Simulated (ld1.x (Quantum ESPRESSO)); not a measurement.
**zinc (Zn): variants of one ultrasoft potential**

Base potential:

zinc (Zn), ultrasoft, made with ld1.x (Quantum ESPRESSO) 7.5 (LDA (PZ), scalar-relativistic). Core [Ne], reference 3s2 3p6 3d10 4s2 4p0. Waves: 3s (bound): rcut 1.15, rcutus 1.20 bohr; 4s (bound): rcut 1.15, rcutus 1.20 bohr; 3p (bound): rcut 1.00, rcutus 1.15 bohr; 4p (bound, empty): rcut 1.00, rcutus 1.15 bohr; 3d (bound): rcut 1.30, rcutus 1.60 bohr; 3d channel at -0.25 Ry: rcut 1.30, rcutus 1.60 bohr. Local part: all-electron potential smoothed inside 1.25 bohr (lloc = -1). Core correction: none. Augmentation charge: PSQ, inside the norm-conserving radii.

All-electron outer shells of the reference configuration (LDA (PZ), scalar-relativistic, ld1.x):

| shell | level (eV) | outermost node (bohr) | outermost maximum (bohr) |
| --- | --- | --- | --- |
| 2s | -1156.18 | 0.07 | 0.19 |
| 2p | -1003.46 | – | 0.15 |
| 3s | -128.62 | 0.28 | 0.59 |
| 3p | -83.26 | 0.25 | 0.59 |
| 3d | -10.42 | – | 0.56 |
| 4s | -6.23 | 0.85 | 2.09 |
| 4p | -1.23 | 0.92 | 3.04 |

Cutoffs, loose and tight: the cutoffs (Ry, on a coarse ladder) from which the occupation-weighted sum of valence levels, in a spherical-Bessel basis at the reference potential, stays within 10 and 1 mRy of its value at 400 Ry. They do not see the model core or the augmentation charge, which bear on the density cutoff. Test errors are all-electron minus pseudo excitation energies from the reference, over the configurations 3s2 3p6 3d10 4s1 4p0; 3s2 3p6 3d10 4s0 4p0; 3s2 3p6 3d9 4s0 4p0; 3s2 3p6 3d9 4s2 4p0; 3s2 3p6 3d10 4s1.5 4p0; 3s2 3p5 3d10 4s2 4p0; 3s2 3p6 3d10 4s1 4p1 (two spin-polarised tests are not counted in the largest error). A dash means not determined; rows that change the core or the reference have their own tests. The largest error is taken over the tests solved by every variant that gives reliable tests at all: 3s2 3p5 3d10 4s2 4p0; 3s2 3p6 3d10 4s0 4p0; 3s2 3p6 3d10 4s1 4p0; 3s2 3p6 3d10 4s1 4p1; 3s2 3p6 3d10 4s1.5 4p0; 3s2 3p6 3d9 4s2 4p0.

Cutoffs are not given where the Bessel-basis levels miss the radial ones by over 6 mRy, ghosts where they miss by over 20 mRy; a channel whose overlap is not positive is not tested.

A file whose overlap is not positive is unfit for use, and its test errors describe a broken file.

| change | outcome | cutoff, loose | cutoff, tight | bound ghosts | largest test error (meV) |
| --- | --- | --- | --- | --- | --- |
| base | generated, overlap not positive | – | – | not determined (overlap not positive) | +65 |
| waves 3s (bound): rcut 1.00, rcutus 1.06 bohr; 4s (bound): rcut 1.00, rcutus 1.06 bohr | generated, overlap not positive | – | – | not determined (overlap not positive) | +48 |
| local potential all-electron potential smoothed inside 1.10 bohr (lloc = -1) | generated | 70 Ry | 120 Ry | none | +40 |
| reference 3s2 3p6 3d10 4s1.5 4p0 | generated, overlap not positive | – | – | not determined (overlap not positive) | test run stopped at test 1 of 9 (negative rho) |
| local potential all-electron potential smoothed inside 1.10 bohr (lloc = -2) | generated | 70 Ry | 120 Ry | none | +41 |
| functional revPBE | generated, overlap not positive | – | – | not determined (overlap not positive) | +48 |
| waves 3d (bound): rcut 1.30, rcutus 1.52 bohr; 3d channel at -0.25 Ry: rcut 1.30, rcutus 1.52 bohr | generated, overlap not positive | – | – | not determined (overlap not positive) | +66 |
| wave 3d channel at -0.25 Ry: rcut 1.30, rcutus 1.60 bohr becomes 3d channel at 0.48 Ry: rcut 1.30, rcutus 1.60 bohr | generated, overlap not positive | – | – | not determined (overlap not positive) | +99 |
| waves 3p (bound): rcut 0.74, rcutus 0.78 bohr; 4p (bound): rcut 0.74, rcutus 0.78 bohr | generated, overlap not positive | – | – | not determined (overlap not positive) | +64 |

Q: What comes out with this change to the base: core [Ar], valence charge 12; reference 3d10 4s0 4p0; waves now 4s (bound): rcut 1.35, rcutus 1.85 bohr; 4s channel at -0.9 Ry: rcut 1.35, rcutus 1.85 bohr; 4p (bound): rcut 1.90, rcutus 2.25 bohr; 4p channel at 0.95 Ry: rcut 1.90, rcutus 2.25 bohr; 3d (bound): rcut 1.25, rcutus 1.55 bohr; 3d channel at -0.25 Ry: rcut 1.25, rcutus 1.55 bohr; local potential all-electron potential smoothed inside 2.20 bohr (lloc = -1); core correction Bessel-smoothed model core, default radius (core density twice the valence density)?

A: outcome: generated; cutoff, loose: 45 Ry; cutoff, tight: 80 Ry; bound ghosts: none; largest test error (meV): -14 over the solved tests; 3 of 9 tests not solved or not reliable.
